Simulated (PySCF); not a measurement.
# Working with the constants of FeI

ROHF-MP2 constants of FeI, ⁴Δ (quartet), unpaired electrons π ↑↑, δ ↑ (Fe def2-TZVPP, I def2-TZVPP with ECP28; scalar-relativistic core potentials (PySCF 2.14); masses 55.9349 and 126.9045 u):

```
ωe              : 267.1 cm⁻¹
ωexe            : 0.711 cm⁻¹
Be              : 0.07441 cm⁻¹
αe              : 0.000289 cm⁻¹
D (centrifugal) : 2.31e-08 cm⁻¹
```

**Question.** Give the vibrational terms G(v) and spacings up to v = 6.

**Answer.** G(v) = ωe(v+½) − ωexe(v+½)².

```
v  G(v) (cm⁻¹)  G(v) − G(v−1)  Bv (cm⁻¹)
0        133.4                   0.07427
1        399.1          265.7    0.07398
2        663.3          264.3    0.07369
3        926.1          262.8    0.07340
4       1187.6          261.4    0.07311
5       1447.5          260.0    0.07282
6       1706.1          258.6    0.07253
```

Correlated steps freeze 9 core orbitals. Spin–orbit coupling is left out, which matters for elements this heavy, above all for dissociation energies. With d or f electrons several states lie close, and the lowest PBE0 determinant need not be the measured ground state.
